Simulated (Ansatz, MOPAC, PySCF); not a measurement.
Molecule: BNH₅, net charge 0, doublet state. SMILES: [BH2-][NH3+]
Geometry: optimised at B3LYP-D3(BJ)/def2-TZVP (Ansatz, an electronic-structure program).

Property: size of the dipole moment, in D. Conventions: 6-311+G** with 5d; non-relativistic; UHF or UKS for open shells; six Cartesian d functions in 6-31G* and its kin unless marked 5d; dispersion terms only where a functional's name holds one; spin-orbit terms left out; LANL2DZ all-electron up to Ne. Ab initio and DFT rows: single points at B3LYP-D3(BJ) geometries (Ansatz). Semi-empirical rows: dipoles at the shared geometry.

| level | program | size of the dipole moment (D) |
|---|---|---|
| PM6 | MOPAC | 5.97 |
| PBE/def2-SVP | Ansatz | 5.77 |
| BP86/6-31G* (5d) | PySCF | 5.64 |
| B3LYP/STO-3G | Ansatz | 5.83 |
| B3LYP/LANL2DZ | Ansatz | 6.06 |
| B3LYP/6-31G | Ansatz | 5.84 |
| B3LYP/6-31G* | Ansatz | 5.66 |
| B3LYP/6-31+G* | Ansatz | 5.68 |
| M06-2X/6-31G* (5d) | PySCF | 5.72 |
| M06-2X/6-311+G** | PySCF | 5.69 |

No value to compare with is used here. The 10 habitual levels span 5.64 (BP86/6-31G* (5d)) to 6.06 D (B3LYP/LANL2DZ).

The levels are drawn from those run, B3LYP/6-31G* more often than the rest, none by its result; runs whose electronic state is in doubt are left out.
